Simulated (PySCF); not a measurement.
Bonds: Ge1-C2 1.953 Å. Ge1 carries H6, H7, H8; C2 carries H3, H4, H5.

Geometry: PBE0-D3(BJ)/def2-SVP; GIAO shifts from PySCF 2.14.0 with density-fitted response routines, gas phase, non-relativistic, averaged over equivalent atoms.

At PBE0/pcSseg-1 (pcSseg-2 on Ge) (110 basis functions, 5.7 s wall time on 1 thread of an x86-64 server CPU, shared host):
```
   atoms  δ (ppm)
      C2     -8.7
H6/H7/H8     3.91
H3/H4/H5     0.39
```

Chemical shifts δ = σref − σ; TMS for 13C (σ = 184.41 ppm), 1H (σ = 31.27 ppm), all at this level.

Task: Estimate the result of repeating the calculation with PBE/pcSseg-1 (pcSseg-2 on Ge).

Result: 
```csv
atoms,δ at PBE/pcSseg-1 (pcSseg-2 on Ge),change
C2,-8.3,+0.4
H6/H7/H8,3.98,+0.07
H3/H4/H5,0.41,+0.02
```

δ = σ(ref) − σ, references computed at the same level: TMS for 13C (σ = 180.03 ppm) and 1H (σ = 31.20 ppm).

The largest change is at C2 (carbon bonded to Ge, 3 H). Cost: 110 basis functions, 7.6 s wall time on 1 thread of an x86-64 server CPU, shared host.

Relativistic effects, spin–orbit coupling among them, are left out; they matter for Ge and for the light atoms bonded to it.
